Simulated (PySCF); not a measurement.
CH9AlSi2, SMILES [CH3][Al]([SiH3])[SiH3]. Heavy atoms are numbered as in [Al:1]([CH3:2])([SiH3:6])[SiH3:10]. Hydrogens are named by the atom that carries them.

The structure is a stationary point at ωB97X-D3(BJ)/def2-SVP. The structure was generated by enumeration; whether it is a known compound was not checked.

Calculation: PBE/pcSseg-1 in PySCF.

GIAO shieldings, no solvent; atoms alike by connectivity are averaged. δ = σ(ref) − σ: ¹³C against TMS (σ = 182.0 ppm); ¹H against TMS (σ = 31.49 ppm); ²⁹Si against TMS (σ = 335.4 ppm), references at their B3LYP-D3(BJ)/def2-TZVP geometries, non-relativistic.

Computed chemical shifts:
| nucleus | atoms | count | δ (ppm) |
|---|---|---|---|
| ¹³C | C2 (CH3) | 1 | 6.0 |
| ¹H | H on Si6 | 6 | 3.54 |
| ¹H | H on C2 | 3 | 0.84 |
| ²⁹Si | Si6 (SiH3) | 2 | -134.3 |
